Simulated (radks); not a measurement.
The numbers below are computed, except where a source is named.
Problem. Ionisation of the barium ion Ba+, [Xe] 6s1, to [Xe] as the strength of local exchange is varied. Level of theory: scalar-relativistic Kohn-Sham, Slater X-alpha exchange (alpha = 2/3 is LDA exchange), no correlation, spin-polarised, spherical densities, finite nucleus; open shells are filled with parallel spins first (spin-orbit coupling, left out, can overturn this in heavy ions); Fermi nuclear charge, rms radius 4.8378 fm (a radial shooting solver on a logarithmic mesh with Libxc functionals).

alpha  E(Ba+) (hartree)  exchange (hartree)  IE (eV)  -e of the level emptied (eV)  <r> of it (bohr)
0.572        -8097.0396           -158.7884    9.179                    6.952 (6s)             4.478
0.667        -8123.5282           -185.7231    9.684                    7.483 (6s)             4.362
0.828        -8168.6033           -231.7355   10.571                    8.423 (6s)             4.180
0.906        -8190.5239           -254.1922   11.013                    8.896 (6s)             4.099
?            -8203.4769           -267.4864   11.278                    9.181 (6s)             4.053

Which alpha was used in the last row?

Solution. alpha = 0.952. NIST Atomic Spectra Database: 10.004 eV (measured). The Delta-SCF value meets it near alpha = 0.73.
